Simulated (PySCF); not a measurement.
First SCF of a structure search on singlet W(OH)₂, at a hand-made PBE0 minimum (heavy-atom frame) geometry. PySCF input:

```python
from pyscf import gto, scf, dft
mol = gto.M(atom='''
W      0.000000     0.000000     0.000000
O      1.820100    -0.000000     0.000000
O     -1.820100     0.000000     0.000000
H      2.773120    -0.000000     0.000000
H     -2.773120     0.000000     0.000000''',
    basis={'W': 'def2-TZVP', 'O': 'def2-TZVP', 'H': 'def2-TZVP'},
    ecp={'W': 'def2-TZVP'},
    charge=0, spin=0)
mf = dft.RKS(mol, xc='PBE0')
mf.grids.atom_grid = (50, 194)
aux = {'W': 'def2-universal-JKFIT', 'O': 'def2-universal-JKFIT', 'H': 'def2-universal-JKFIT'}
mf = mf.density_fit(auxbasis=aux)
mf.conv_tol = 1e-08
mf.diis_space = 10
mf.max_cycle = 60
mf.init_guess = 'minao'
mf.verbose = 4
mf.kernel()
```

Excerpt of the output (cycles and frontier levels):

```
init E= -199.269459263221
cycle= 1 E= -218.369358125344  delta_E= -19.1  |g|= 1.18  |ddm|=  9.1
  HOMO = -0.198592895474786  LUMO = -0.145872184257218  gap/eV = 1.43460
cycle= 2 E= -217.416391616824  delta_E= 0.953  |g|= 2.47  |ddm|= 1.81
  HOMO = -0.141806359779817  LUMO = -0.0415089567868456  gap/eV = 2.72923
cycle= 3 E= -218.58490858804  delta_E= -1.17  |g|= 0.284  |ddm|= 1.53
  HOMO = -0.211138488018388  LUMO = -0.108153152491916  gap/eV = 2.80237
cycle= 4 E= -218.604345211147  delta_E= -0.0194  |g|= 0.0985  |ddm|= 0.525
  HOMO = -0.191625138619455  LUMO = -0.0883572637026369  gap/eV = 2.81006
cycle= 5 E= -218.606715146985  delta_E= -0.00237  |g|= 0.0129  |ddm|= 0.139
  HOMO = -0.192041901832999  LUMO = -0.0887204618634065  gap/eV = 2.81152
cycle= 6 E= -218.606745173955  delta_E= -3e-05  |g|= 0.00178  |ddm|= 0.0117
  HOMO = -0.191655778567903  LUMO = -0.0883206313953728  gap/eV = 2.81189
cycle= 7 E= -218.606745933468  delta_E= -7.6e-07  |g|= 0.000225  |ddm|= 0.00179
  HOMO = -0.191704290988886  LUMO = -0.0883638181995678  gap/eV = 2.81204
cycle= 8 E= -218.606745948185  delta_E= -1.47e-08  |g|= 3.67e-05  |ddm|= 0.000455
  HOMO = -0.191704666626061  LUMO = -0.0883639966586749  gap/eV = 2.81204
cycle= 9 E= -218.606745948469  delta_E= -2.84e-10  |g|= 1.91e-06  |ddm|= 4.82e-05
  HOMO = -0.191704596411025  LUMO = -0.0883639617013827  gap/eV = 2.81204
Extra cycle  E= -218.606745948468  delta_E= 2.27e-13  |g|= 3.02e-06  |ddm|= 5.67e-06
converged SCF energy = -218.606745948468
```

No lower solution of this spin was found by a stability analysis within the restricted form, which does not test spin polarisation.

At the minimum of this search the closed-shell solution is unstable towards spin polarisation, so a lower open-shell solution exists. No spin–orbit coupling is included, which matters more the heavier the element.

The search for the lowest solution, with the stability check, took 3.7 s on 4 threads of a shared Arm Neoverse V1 host, with 114 basis functions; the process peaked at 0.42 GiB.
